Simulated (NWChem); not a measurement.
System: TiNHClF; SMILES [Cl][Ti](=[NH])[F]

Question: Give the equilibrium geometry at PBE-D3(BJ)/def2-SVP (NWChem) as a Z-matrix, with the point group.

Answer: point group C1; any orientation.
```
Ti
N 1 1.6644
H 2 1.0287 1 170.18
F 1 1.7774 2 112.59 3 -37.34
Cl 1 2.2411 2 114.86 3 106.02
```
